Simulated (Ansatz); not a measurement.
Stepwise reaction of `[CH3][GeH]([Cl])[Cl]` with hydrogen, as a gas-phase model of exchange steps in deposition or etching. ΔE in kJ/mol; ΔG adds harmonic PBE0-D4 terms to CCSD(T)/CBS, at 1 bar.

Gas-phase electronic energies from Ansatz, PBE0-D4/def2-TZVP geometries. CBS: MP2 limit from def2 TZ/QZ plus the TZ coupled-cluster correction, frozen cores. This one scheme is used for every species. Functionals use def2-TZVPP. B3LYP here is the variant with VWN-RPA as its local correlation; programs differ in this. For Ge outer-core shells are correlated without core-valence functions, which leaves a few kJ/mol of doubt a bond. Scalar relativity is left out up to krypton.

| step | reaction | PBE-D4 | B3LYP-D4 | ωB97M-V | CCSD(T)/CBS | ΔG(600 K) |
| --- | --- | --- | --- | --- | --- | --- |
| 1 | `[CH3][GeH]([Cl])[Cl]` + H₂ → `[CH3][GeH2][Cl]` + HCl | 63.6 | 63.5 | 62.3 | 60.7 | 52.8 |
| 2 | `[CH3][GeH2][Cl]` + H₂ → `[CH3][GeH3]` + HCl | 60.6 | 61.8 | 61.3 | 59.9 | 57.7 |

Problem. By hand: ΔE of the 2 steps together at CCSD(T)/CBS.

Solution. (60.7) + (59.9) = 120.6 kJ/mol, or 60.3 kJ/mol a step.

In ΔE the steps differ by no more than 0.8 kJ/mol. All are uphill at CCSD(T)/CBS. ΔG lies between 52.8 and 57.7 kJ/mol a step. PBE-D4 differs from CCSD(T)/CBS by 0.7 to 2.9 kJ/mol a step. Isolated molecules leave out the surface, adducts and barriers. Largest T1 diagnostic: 0.010.
